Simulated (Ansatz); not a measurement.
`C/C=[N]\[InH2]` → `C=[N][InH2]` + `[CH2]` (triplet) at 700 K and 1 bar (formal loss of a carbene).

Gas-phase electronic energies from Ansatz, PBE0-D4/def2-TZVP geometries. CCSD(T)/CBS is the MP2 limit (def2-TZVPP, def2-QZVPP) plus CCSD(T) − MP2 in def2-TZVPP, frozen cores. This one scheme is used for every species. Triplets are unrestricted, without spin–orbit coupling. Elements past krypton have def2 core potentials. For In outer-core shells are correlated without core-valence functions, which leaves a few kJ/mol of doubt a bond.

```json
{"species": "`C/C=[N]\\[InH2]`", "CCSD(T)/CBS energy (Eh)": "-324.18380", "H − E (kJ/mol)": "254.7", "S (J/(mol·K))": "454.8"}
{"species": "`C=[N][InH2]`", "CCSD(T)/CBS energy (Eh)": "-284.90922", "H − E (kJ/mol)": "162.3", "S (J/(mol·K))": "392.3"}
{"species": "`[CH2]` (triplet)", "CCSD(T)/CBS energy (Eh)": "-39.09499", "H − E (kJ/mol)": "70.4", "S (J/(mol·K))": "226.8"}
```

H − E and S are ideal-gas, rigid-rotor, harmonic terms from PBE0-D4/def2-TZVP, with the whole ground term of open shells counted as degenerate. 1 Eh = 2625.50 kJ/mol, R = 8.31446 J/(mol·K).

Question: By hand: ΔE, ΔH, ΔS and ΔG.

Answer: ΔE = (-284.90922) + (-39.09499) − (-324.18380) = 0.17959 Eh = 471.5 kJ/mol. Δ(H − E) = 162.3 + 70.4 − 254.7 = -22.0, so ΔH = 449.5 kJ/mol. ΔS = 392.3 + 226.8 − 454.8 = 164.3 J/(mol·K). ΔG = 449.5 − 700 × (164.3)/1000 = 334.5 kJ/mol.

Question: By hand: the equilibrium constant, and the temperature at which ΔG would vanish if ΔH and ΔS stayed fixed.

Answer: log₁₀ K = −ΔG/(RT ln 10) = -25.0. ΔG = 0 at ΔH/ΔS = 2736 K, far beyond where these terms or the molecules hold.

The number of gas molecules changes by +1, which sets the sign of ΔS. A doubt of 5 kJ/mol in ΔE shifts log₁₀ K by 0.4 here. A triplet takes part, so the spin changes. These are equilibria of isolated gas molecules and say nothing of rates. Largest T1 diagnostic: 0.017 (customary marks: 0.02 for closed shells, 0.045 for open ones).
